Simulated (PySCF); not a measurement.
I3Sb (SMILES [I][Sb]([I])[I]), singlet, geometry from GFN2-xTB (all electrons, no relativity); PBE/STO-3G (PySCF).

Here is a job for PySCF.
```python
from pyscf import gto, scf, dft

mol = gto.M(
    atom='''
Sb    0.012942    0.000905    1.012476
I    -1.868655   -1.503724   -0.299579
I    -0.373824    2.366280   -0.322147
I     2.230025   -0.863427   -0.352543
''',
    basis='sto-3g',
    charge=0,
    spin=0,
    verbose=4,
)

mf = dft.RKS(mol)
mf.xc = 'pbe'
mf.kernel()
```

It wrote (shortened):

```
PySCF version 2.14.0

[INPUT] verbose = 4
[INPUT] num. atoms = 4
[INPUT] num. electrons = 210
[INPUT] charge = 0
[INPUT] spin (= nelec alpha-beta = 2S) = 0
[INPUT] symmetry False subgroup None
[INPUT] Mole.unit = angstrom
[INPUT] Symbol           X                Y                Z      unit          X                Y                Z       unit  Magmom
[INPUT]  1 Sb     0.012942000000   0.000905000000   1.012476000000 AA    0.024456835504   0.001710202143   1.913302347695 Bohr   0.0
[INPUT]  2 I     -1.868655000000  -1.503724000000  -0.299579000000 AA   -3.531246171299  -2.841626526935  -0.566122262671 Bohr   0.0
[INPUT]  3 I     -0.373824000000   2.366280000000  -0.322147000000 AA   -0.706424978789   4.471621134036  -0.608769601850 Bohr   0.0
[INPUT]  4 I      2.230025000000  -0.863427000000  -0.352543000000 AA    4.214136500933  -1.631640558555  -0.666209717133 Bohr   0.0

nuclear repulsion = 2639.07631692094
number of shells = 44
number of NR pGTOs = 324
number of NR cGTOs = 108
basis = sto-3g
ecp = {}

******** <class 'pyscf.dft.rks.RKS'> ********
method = RKS
initial guess = minao
damping factor = 0
level_shift factor = 0
DIIS = <class 'pyscf.scf.diis.CDIIS'>
diis_start_cycle = 1
diis_space = 8
diis_damp = 0
SCF conv_tol = 1e-09
SCF conv_tol_grad = None
SCF max_cycles = 50
direct_scf = True
direct_scf_tol = 1e-13
XC library pyscf.dft.libxc version 7.1.2
    S. Lehtola, C. Steigemann, M. J. T. Oliveira, and M. A. L. Marques,  SoftwareX 7, 1–5 (2018)
XC functionals = pbe
    J. P. Perdew, K. Burke, and M. Ernzerhof,  Phys. Rev. Lett. 77, 3865 (1996)
    J. P. Perdew, K. Burke, and M. Ernzerhof,  Phys. Rev. Lett. 78, 1396 (1997)
    J. P. Perdew, K. Burke, and M. Ernzerhof,  Phys. Rev. Lett. 77, 3865 (1996)
    J. P. Perdew, K. Burke, and M. Ernzerhof,  Phys. Rev. Lett. 78, 1396 (1997)
radial grids:
    Treutler-Ahlrichs [JCP 102, 346 (1995); DOI:10.1063/1.469408] (M4) radial grids

becke partition: Becke, JCP 88, 2547 (1988); DOI:10.1063/1.454033
pruning grids: <function nwchem_prune>
grids dens level: 3
symmetrized grids: False
atomic radii adjust function: <function treutler_atomic_radii_adjust>
small_rho_cutoff = 0
Set gradient conv threshold to 3.16228e-05
Initial guess from minao.
tot grids = 87832
init E= -26726.9672953178
  HOMO = -0.901288719644979  LUMO = -0.781319004320564  gap/eV = 3.26454
cycle= 1 E= -26809.5472842728  delta_E= -82.6  |g|= 0.27  |ddm|= 3.31
  HOMO = -0.13186205273834  LUMO = 0.0192771758054755  gap/eV = 4.11271
cycle= 2 E= -26809.5568438815  delta_E= -0.00956  |g|= 0.145  |ddm|= 1.06
  HOMO = -0.14573173182895  LUMO = -0.0183945402197442  gap/eV = 3.46502
cycle= 3 E= -26809.5612219336  delta_E= -0.00438  |g|= 0.13  |ddm|= 0.866
  HOMO = -0.14316506449542  LUMO = -0.00598583332586876  gap/eV = 3.73284
cycle= 4 E= -26809.5729300312  delta_E= -0.0117  |g|= 0.00329  |ddm|= 0.398
  HOMO = -0.143007233638371  LUMO = -0.00556665499595504  gap/eV = 3.73995
cycle= 5 E= -26809.5729412954  delta_E= -1.13e-05  |g|= 0.000536  |ddm|= 0.0188
  HOMO = -0.142984433246114  LUMO = -0.00551560716131938  gap/eV = 3.74072
cycle= 6 E= -26809.5729415058  delta_E= -2.1e-07  |g|= 1.17e-05  |ddm|= 0.00184
  HOMO = -0.142985800868595  LUMO = -0.00551553738571561  gap/eV = 3.74076
cycle= 7 E= -26809.572941506  delta_E= -1.64e-10  |g|= 2.23e-06  |ddm|= 8.24e-05
  HOMO = -0.142985518740167  LUMO = -0.00551479369894714  gap/eV = 3.74077
Extra cycle  E= -26809.5729415059  delta_E= 6.91e-11  |g|= 3.81e-06  |ddm|= 2e-05
converged SCF energy = -26809.5729415059
```
